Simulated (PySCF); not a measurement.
# Radial density of Te²⁺ (tellurium, charge +2)

UHF, [Kr] 4d10 5s2 5p2, high-spin 3P determinant. All numbers are calculated (PySCF 2.14, no relativity, point nucleus, in dyall-av2z (22s16p12d, 130 functions)).

```json
{"r (bohr)": "0.000534", "4πr²ρ (e/bohr)": "0.3361", "4πr²(ρα − ρβ)": "0.0000"}
{"r (bohr)": "0.000898", "4πr²ρ (e/bohr)": "0.9155", "4πr²(ρα − ρβ)": "0.0000"}
{"r (bohr)": "0.00151", "4πr²ρ (e/bohr)": "2.430", "4πr²(ρα − ρβ)": "0.0000"}
{"r (bohr)": "0.00254", "4πr²ρ (e/bohr)": "6.178", "4πr²(ρα − ρβ)": "0.0000"}
{"r (bohr)": "0.00427", "4πr²ρ (e/bohr)": "14.60", "4πr²(ρα − ρβ)": "0.0000"}
{"r (bohr)": "0.00719", "4πr²ρ (e/bohr)": "30.54", "4πr²(ρα − ρβ)": "0.0002"}
{"r (bohr)": "0.0121", "4πr²ρ (e/bohr)": "52.25", "4πr²(ρα − ρβ)": "0.0012"}
{"r (bohr)": "0.0203", "4πr²ρ (e/bohr)": "65.35", "4πr²(ρα − ρβ)": "0.0061"}
{"r (bohr)": "0.0342", "4πr²ρ (e/bohr)": "58.74", "4πr²(ρα − ρβ)": "0.0231"}
{"r (bohr)": "0.0576", "4πr²ρ (e/bohr)": "67.14", "4πr²(ρα − ρβ)": "0.0464"}
{"r (bohr)": "0.0968", "4πr²ρ (e/bohr)": "84.77", "4πr²(ρα − ρβ)": "0.0132"}
{"r (bohr)": "0.163", "4πr²ρ (e/bohr)": "61.63", "4πr²(ρα − ρβ)": "0.0135"}
{"r (bohr)": "0.274", "4πr²ρ (e/bohr)": "70.47", "4πr²(ρα − ρβ)": "0.0773"}
{"r (bohr)": "0.461", "4πr²ρ (e/bohr)": "26.01", "4πr²(ρα − ρβ)": "0.0537"}
{"r (bohr)": "0.775", "4πr²ρ (e/bohr)": "26.62", "4πr²(ρα − ρβ)": "0.1186"}
{"r (bohr)": "1.30", "4πr²ρ (e/bohr)": "8.517", "4πr²(ρα − ρβ)": "0.2788"}
{"r (bohr)": "2.19", "4πr²ρ (e/bohr)": "2.535", "4πr²(ρα − ρβ)": "1.1476"}
{"r (bohr)": "3.69", "4πr²ρ (e/bohr)": "0.3359", "4πr²(ρα − ρβ)": "0.2186"}
{"r (bohr)": "6.20", "4πr²ρ (e/bohr)": "0.003533", "4πr²(ρα − ρβ)": "0.0033"}
{"r (bohr)": "10.4", "4πr²ρ (e/bohr)": "8.479e-05", "4πr²(ρα − ρβ)": "0.0001"}
```

A non-relativistic calculation at this Z misses sizeable relativistic shifts.
